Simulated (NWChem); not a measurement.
System: CoHOF, quartet; SMILES [OH][Co][F]

Input file for NWChem:

```
start job
memory heap 200 mb stack 900 mb global 1100 mb
geometry units angstroms noautoz
  Co     0.051733    -0.032127    -0.000001
  F     -0.078111     1.682870     0.000001
  O      0.205330    -1.754977    -0.000000
  H     -0.436493    -2.466576     0.000000
end
basis spherical
  * library 6-31g*
end
dft
  odft
  mult 4
  xc m06-2x
  grid xcoarse
  iterations 150
  mulliken
end
task dft gradient
```

Excerpt of the output:

```
             Northwest Computational Chemistry Package (NWChem) 7.3.0
             --------------------------------------------------------

 CS  symmetry detected

                             Geometry "geometry" -> ""
                             -------------------------

 Output coordinates in angstroms (scale by  1.889725989 to convert to a.u.)

  No.       Tag          Charge          X              Y              Z
 ---- ---------------- ---------- -------------- -------------- --------------
    1 Co                  27.0000     0.01064713     0.01671286     0.00000000
    2 F                    9.0000    -0.00486003     1.73654823     0.00000000
    3 O                    8.0000     0.04933248    -1.71253773     0.00000000
    4 H                    1.0000    -0.63839196    -2.37987948     0.00000000

 Effective nuclear repulsion energy (a.u.)     163.2094678742

      Symmetry information
      --------------------

 Group name             Cs
 Group number              2
 Group order               2
 No. of unique centers     4

                                 NWChem DFT Module
                                 -----------------

 Summary of "ao basis" -> "ao basis" (spherical)
 ------------------------------------------------------------------------------
       Tag                 Description            Shells   Functions and Types
 ---------------- ------------------------------  ------  ---------------------
 Co                          6-31g*                 12       34   5s4p2d1f
 F                           6-31g*                  6       14   3s2p1d
 O                           6-31g*                  6       14   3s2p1d
 H                           6-31g*                  2        2   2s

      Symmetry analysis of basis
      --------------------------

        a'         45
        a"         19

            General Information
            -------------------
          SCF calculation type: DFT
          Wavefunction type:  spin polarized.
          No. of atoms     :     4
          No. of electrons :    45
           Alpha electrons :    24
            Beta electrons :    21
          Charge           :     0
          Spin multiplicity:     4
          Use of symmetry is: on ; symmetry adaption is: on
          Maximum number of iterations: 150
          AO basis - number of functions:    64
                     number of shells:    26
          Convergence on energy requested:  1.00D-06
          Convergence on density requested:  1.00D-05
          Convergence on gradient requested:  5.00D-04

              XC Information
              --------------
                       M06-2X Method XC Functional
                     Hartree-Fock (Exact) Exchange  0.540
                        M06-2X Exchange Functional  1.000
                      M06-2X Correlation Potential  1.000

             Grid Information
             ----------------
          Grid used for XC integration:  xcoarse
          Radial quadrature: Mura-Knowles
          Angular quadrature: Lebedev.
          Tag              B.-S. Rad. Rad. Pts. Rad. Cut. Ang. Pts.
          ---              ---------- --------- --------- ---------
          Co                  1.35       75           7.0       194
          F                   0.50       21          10.0       194
          O                   0.60       21           7.0       194
          H                   0.35       21           9.0       194
          Grid pruning is: on
          Number of quadrature shells:   138
          Spatial weights used:  Erf1

      Superposition of Atomic Density Guess
      -------------------------------------

 Sum of atomic energies:       -1555.73318411

      Non-variational initial energy
      ------------------------------

 Total energy =   -1555.001623
 1-e energy   =   -2481.810001
 2-e energy   =     763.598911
 HOMO         =      -0.315976
 LUMO         =      -0.315247

 !!!!!!!!!!!!!!!!!!!!!!!!!!!!!!!!!!!!!!!!!!!!!!!!!!!!!!!!!!!!!!!!!!!!!!
 Warning - the HOMO and LUMO are degenerate and you are using symmetry.
 This can lead to non-variational energies and poor convergence.
 Modify the initial guess, or use an open-shell wavefunction, or turn
 off symmetry.
 !!!!!!!!!!!!!!!!!!!!!!!!!!!!!!!!!!!!!!!!!!!!!!!!!!!!!!!!!!!!!!!!!!!!!!

   Symmetry analysis of molecular orbitals - initial alpha
   -------------------------------------------------------

  Numbering of irreducible representations:

     1 a'          2 a"

  Orbital symmetries:

     1 a'          2 a'          3 a'          4 a'          5 a"
     6 a'          7 a'          8 a'          9 a'         10 a'
    11 a"         12 a'         13 a'         14 a'         15 a'
    16 a"         17 a'         18 a'         19 a"         20 a'
    21 a"         22 a'         23 a"         24 a'         25 a'
    26 a'         27 a"         28 a'         29 a'         30 a'
    31 a"         32 a'         33 a'         34 a'

   Symmetry analysis of molecular orbitals - initial beta
   ------------------------------------------------------

  Numbering of irreducible representations:

     1 a'          2 a"

  Orbital symmetries:

[...]

                         DFT ENERGY GRADIENTS

    atom               coordinates                        gradient
                 x          y          z           x          y          z
   1 Co      0.020120   0.031583   0.000000    0.000910  -0.012315   0.000000
   2 F      -0.009184   3.281600   0.000000   -0.000394  -0.002286   0.000000
   3 O       0.093225  -3.236227   0.000000   -0.000808   0.013868   0.000000
   4 H      -1.206386  -4.497320   0.000000    0.000293   0.000734   0.000000
```

Level: M06-2X/6-31G* (spherical d), spin-unrestricted. The geometry was optimised at PBE0/def2-SVP, spin-unrestricted. This spin state was assumed; another may lie lower. No stability test was run on the SCF state.
